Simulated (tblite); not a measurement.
C6H8BN.
SMILES with atom numbers: `[CH:1]#[C:2][C@@H:3]1[CH2:4][N:5]1[BH:6][CH:7]=[CH2:8]` (hydrogens: H9 on C1; H10 on C3; H11, H12 on C4; H13 on B6; H14 on C7; H15, H16 on C8)

Computed with GFN2-xTB (tblite), gas phase: L-BFGS steps from a force-field or distance-geometry start until the largest atomic force falls under 0.01 eV/Å.

Step 46: E = -570.6803 eV
```
atom  x, y, z in Å  |  force x, y, z in eV/Å
C1     -2.2693    2.3789    0.9751    0.034   0.046  -0.026
C2     -1.8661    1.4503    0.3349    0.002  -0.035   0.030
C3     -1.4386    0.2637   -0.3479    0.037   0.000   0.013
C4     -1.8057   -1.0609    0.2420   -0.019  -0.032   0.029
N5     -0.4723   -0.5839    0.2754   -0.009  -0.005   0.008
B6      0.8259   -0.8815    0.5869    0.025   0.045  -0.002
C7      1.9871    0.0835    0.1797    0.002  -0.019  -0.032
C8      3.1810   -0.3635   -0.1922    0.006   0.006   0.021
H9     -2.6003    3.2264    1.4970    0.005   0.007  -0.005
H10    -1.3969    0.3563   -1.4311    0.033   0.017  -0.013
H11    -2.3536   -1.0677    1.1760   -0.047  -0.024   0.060
H12    -2.0231   -1.8963   -0.4126   -0.039  -0.011  -0.052
H13     1.0270   -1.9113    1.1177    0.003   0.023  -0.032
H14     1.8160    1.1562    0.1394   -0.047  -0.049  -0.019
H15     3.4019   -1.4205   -0.1794    0.037   0.037  -0.014
H16     3.9794    0.2791   -0.5362   -0.022  -0.003   0.035
```

Step 47: E = -570.6813 eV
```
atom  x, y, z in Å  |  force x, y, z in eV/Å
C1     -2.2670    2.3827    0.9719    0.037   0.005  -0.038
C2     -1.8628    1.4500    0.3376   -0.035   0.016   0.049
C3     -1.4382    0.2630   -0.3453    0.066   0.004   0.016
C4     -1.8081   -1.0613    0.2426    0.015  -0.033   0.035
N5     -0.4736   -0.5860    0.2801    0.012  -0.007  -0.027
B6      0.8270   -0.8827    0.5857   -0.018   0.037  -0.009
C7      1.9867    0.0836    0.1778   -0.017  -0.015  -0.012
C8      3.1814   -0.3624   -0.1922   -0.002   0.005   0.022
H9     -2.6041    3.2275    1.4946    0.017   0.007  -0.012
H10    -1.3918    0.3568   -1.4288    0.025   0.012   0.004
H11    -2.3533   -1.0708    1.1776   -0.070  -0.018   0.064
H12    -2.0275   -1.8944   -0.4144   -0.029  -0.017  -0.049
H13     1.0296   -1.9143    1.1117    0.009   0.017  -0.023
H14     1.8142    1.1558    0.1393   -0.049  -0.038  -0.031
H15     3.4013   -1.4190   -0.1753    0.050   0.026  -0.025
H16     3.9786    0.2803   -0.5378   -0.013  -0.002   0.037
```

Step 48: E = -570.6825 eV
```
atom  x, y, z in Å  |  force x, y, z in eV/Å
C1     -2.2630    2.3872    0.9681    0.035  -0.029  -0.041
C2     -1.8593    1.4495    0.3403   -0.059   0.053   0.057
C3     -1.4367    0.2620   -0.3423    0.067   0.005   0.020
C4     -1.8105   -1.0626    0.2441    0.038  -0.022   0.028
N5     -0.4751   -0.5887    0.2849    0.018  -0.011  -0.051
B6      0.8277   -0.8831    0.5842   -0.048   0.004  -0.011
C7      1.9853    0.0838    0.1751   -0.030  -0.009   0.011
C8      3.1813   -0.3606   -0.1914   -0.008   0.003   0.019
H9     -2.6061    3.2287    1.4923    0.029   0.011  -0.018
H10    -1.3858    0.3562   -1.4262    0.014   0.011   0.024
H11    -2.3548   -1.0747    1.1801   -0.072  -0.010   0.044
H12    -2.0326   -1.8922   -0.4172   -0.015  -0.012  -0.030
H13     1.0325   -1.9171    1.1035    0.017   0.006  -0.009
H14     1.8108    1.1551    0.1381   -0.049  -0.015  -0.044
H15     3.4016   -1.4166   -0.1707    0.059   0.008  -0.032
H16     3.9771    0.2821   -0.5382    0.004   0.007   0.035
```

Problem. Estimate the geometry and energy of step 49. (The exact step hangs on the optimiser's Hessian estimate; all steps are aligned on step 48, rigid shifts and turns removed.)

Solution. E = -570.6836 eV, largest force 0.132 eV/Å
```
atom  x, y, z in Å  |  force x, y, z in eV/Å
C1     -2.2532    2.3910    0.9653    0.035  -0.066  -0.046
C2     -1.8552    1.4481    0.3411   -0.073   0.087   0.068
C3     -1.4360    0.2592   -0.3415    0.033   0.006   0.022
C4     -1.8133   -1.0656    0.2457    0.036  -0.001   0.007
N5     -0.4770   -0.5931    0.2848    0.023  -0.023  -0.044
B6      0.8272   -0.8822    0.5829   -0.063  -0.039  -0.018
C7      1.9820    0.0856    0.1727   -0.031  -0.004   0.027
C8      3.1801   -0.3571   -0.1884   -0.011   0.004   0.014
H9     -2.5981    3.2298    1.4934    0.039   0.009  -0.030
H10    -1.3837    0.3524   -1.4261    0.002   0.012   0.042
H11    -2.3575   -1.0791    1.1831   -0.047  -0.002   0.002
H12    -2.0402   -1.8916   -0.4202    0.002   0.003   0.002
H13     1.0352   -1.9176    1.0963    0.022  -0.007   0.009
H14     1.8044    1.1556    0.1353   -0.045   0.009  -0.056
H15     3.4026   -1.4120   -0.1640    0.060  -0.007  -0.033
H16     3.9750    0.2856   -0.5357    0.017   0.021   0.032
```

The energy changes by -0.0012 eV. The first-order estimate −F·Δx gives -0.0016 eV and the mean of the old and new forces, exact on a quadratic surface, -0.0012 eV. The step makes an angle of 73° with the force vector and moves no atom by more than 0.011 Å.

What follows is the cost of the whole relaxation. The run took 1.2 s wall on Arm Neoverse N1, one thread, no GPU, shared host.
